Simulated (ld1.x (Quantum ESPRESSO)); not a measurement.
**Transferability test, ultrasoft potential for Sb**

```
Element                 : Sb
Generator               : ld1.x (Quantum ESPRESSO) 7.5
Type                    : ultrasoft
Functional              : PBE
Relativity              : scalar-relativistic
Frozen core             : [Kr] 4d10
Valence charge          : 5
Reference configuration : 5s2 5p1 (charge +2)
Partial waves           : 5s (bound): rcut 1.75, rcutus 2.00 bohr; 5s channel at -0.35 Ry: rcut 1.75, rcutus 2.00 bohr; 5p (bound): rcut 1.70, rcutus 2.15 bohr; 5p channel at -0.45 Ry: rcut 1.70, rcutus 2.15 bohr; 5d channel at 0.25 Ry: rcut 1.65, rcutus 1.85 bohr
Local potential         : all-electron potential smoothed inside 1.75 bohr (lloc = -1)
Core correction         : none
Augmentation charge     : built from norm-conserving waves at rcut, not smoothed further
```

Energies are relative to the spin-unpolarised reference configuration 5s2 5p1; without spin polarisation the order of configurations can differ from experiment. Not all tests gave a result: 1 of 7 tests not solved or not reliable. Left out of the table: 5s2 5p0 (pseudo-atom not self-consistent, printed error +46 meV). The frozen-core shift is the all-electron ΔE with the core orbitals held at their reference shape minus the fully relaxed ΔE.

Task: Give the all-electron excitation energy and the error of the potential for: 5s2 5p3; 5s2 5p2; 5s2 5p2.5; 5s1 5p3; 5s1 5p4; 5s2 5p3.3.

Result:

```
valence configuration  charge  ΔE all-electron (eV)  error AE − PS (meV)  frozen-core shift (meV)
              5s2 5p3       0               -24.285                  +35                      +39
              5s2 5p2      +1               -15.968                  +17                      +15
            5s2 5p2.5    +0.5               -21.023                  +26                      +28
              5s1 5p3      +1                -7.236                  +76                     +0.2
              5s1 5p4       0               -16.173                 +100                      +10
            5s2 5p3.3    -0.3               -25.444                  +40                      +43
```
